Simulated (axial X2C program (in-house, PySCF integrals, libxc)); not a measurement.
Photoelectron levels of BrCl by EOM-IP-CCSD

Calculated with an in-house all-electron X2C program for linear molecules (integrals from PySCF): two-component X2C with atomic mean-field Coulomb and Gaunt terms, Gaussian nuclei, basis Br dyall-cv3z, Cl dyall-av3z with contracted cores.

R = 2.144 Å (near the PBE0 minimum at charge 0 of the determinant lowest at the starting distance; the state shown can have its own minimum elsewhere).

Hartree–Fock spinors of BrCl (one of each Kramers pair; a window near the gap, which can cut inner shells):

| ω | occupied | ε (eV) | character |
| --- | --- | --- | --- |
| 1/2 | yes | -27.14 | 50% Br s, 31% Cl s, 9% Cl p |
| 1/2 | yes | -15.34 | 49% Cl p, 41% Br p, 4% Br s |
| 1/2 | yes | -14.66 | 64% Cl p, 33% Br p |
| 3/2 | yes | -14.51 | 67% Cl p, 30% Br p |
| 1/2 | yes | -11.62 | 59% Br p, 35% Cl p, 3% Cl d |
| 3/2 | yes | -11.32 | 63% Br p, 31% Cl p, 4% Cl d |
| 1/2 | no | 0.31 | 37% Br p, 34% Cl p, 9% Br d |
| 1/2 | no | 2.76 | 81% Cl s, 10% Cl p, 3% Br p |
| 1/2 | no | 2.80 | 96% Cl p |
| 3/2 | no | 2.81 | 98% Cl p |
| 1/2 | no | 2.96 | 81% Cl p, 7% Cl s, 4% Br d |
| 1/2 | no | 6.82 | 70% Br p, 23% Cl d, 3% Br d |

Vertical ionisation energies of BrCl to the states of BrCl⁺:

| Ω of BrCl⁺ | vertical IE (eV) | above lowest (cm⁻¹) | ionised spinor | one-hole weight |
| --- | --- | --- | --- | --- |
| 3/2 | 10.839 | 0 | 60% Br pπ, 34% Cl pπ | 0.95 |
| 1/2 | 11.088 | 2014 | 56% Br pπ, 38% Cl pπ | 0.94 |
| 3/2 | 13.508 | 21526 | 64% Cl pπ, 33% Br pπ | 0.92 |
| 1/2 | 13.663 | 22779 | 60% Cl pπ, 37% Br pπ | 0.92 |
| 1/2 | 15.141 | 34698 | 49% Cl pσ, 39% Br pσ | 0.94 |

Task: How far does the lowest EOM-IP-CCSD energy lie from the Koopmans value −ε of the highest filled spinor?

Result: 10.839 eV against 11.32 eV, a shift of -0.48 eV: relaxation of the final state lowers the energy and the loss of correlation raises it.

Task: What is the splitting of the first π pair in the table, and is it regular or inverted?

Result: E(3/2) − E(1/2) = 0 − 2014 = -2014 cm⁻¹ at EOM-IP-CCSD: inverted, Ω = 3/2 lower. Splittings at this level can be off by ten to twenty per cent.

This point took 7.4 s on 1 thread of Arm Neoverse V2, with other jobs on the host.

Reference electrons by ω block (each with its −ω partner): 1/2: 18, 3/2: 7, 5/2: 1. 14 electrons of BrCl correlated (inner shells frozen), 92 natural virtual spinors (a truncated set); levels can be off by some tenths of an eV. Roots sought by Ω: (1/2: 4, 3/2: 3, 5/2: 1); rows need 60 % one-particle weight and stop where some Ω has no more roots. Missing are any skipped roots, higher Ω and states of a further excitation; these come out far too high here and may in truth be low or lowest. T1 of the reference 0.008 (Lee–Taylor). Number of frozen shells: Br 3 s, 2 p, 1 d; Cl 2 s, 1 p.
